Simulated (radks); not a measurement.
Problem. Cs I, configuration [Xe] 5f1 (not the ground configuration). All-electron calculation, scalar-relativistic Kohn-Sham, PBEsol, spin-polarised, spherical densities, point nucleus; open shells are filled with parallel spins first (spin-orbit coupling, left out, can overturn this in heavy ions). Program: a radial shooting solver on a logarithmic mesh with Libxc functionals. Some entries of the table are withheld. Estimate them.

orbital  occ.  eigenvalue (hartree)  <r^2> (bohr^2)  r(max) (bohr)
1s down     1             -1315.149       0.0009256        0.01679
1s up       1             -1315.149       0.0009256        0.01679
2s down     1             -206.4307         0.01484        0.09492
2s up       1             -206.4307         0.01484        0.09492
2p down     3             -185.2191         0.01178        0.07620
2p up       3             -185.2191         0.01178        0.07620
3s down     1             -43.02527          0.1023         0.2726
3s up       1             -43.02527          0.1023         0.2726
3p down     3             -36.20036          0.1024         0.2667
3p up       3             -36.20036          0.1024         0.2667
3d down     5             -26.17707         0.08845         0.2204
3d up       5             -26.17707         0.08845         0.2204
4s up       1              -8.23323          0.5451         0.6425
4s down     1              -8.23323          0.5451         0.6425
4p up       3              -6.05057          0.6226         0.6730
4p down     3              -6.05057          0.6226         0.6730
4d up       5                   (1)          0.8160         0.7209
4d down     5                   (2)          0.8160         0.7209
5s up       1              -1.13111             (3)          1.542
5s down     1              -1.13110             (4)          1.542
5p up       3              -0.64248           4.871          1.777
5p down     3              -0.64243           4.869          1.777
5f up       1              -0.01432           914.8          32.10

Solution. 
(1) 4d up eigenvalue (hartree): -2.87449
(2) 4d down eigenvalue (hartree): -2.87449
(3) 5s up <r^2> (bohr^2): 3.400
(4) 5s down <r^2> (bohr^2): 3.400
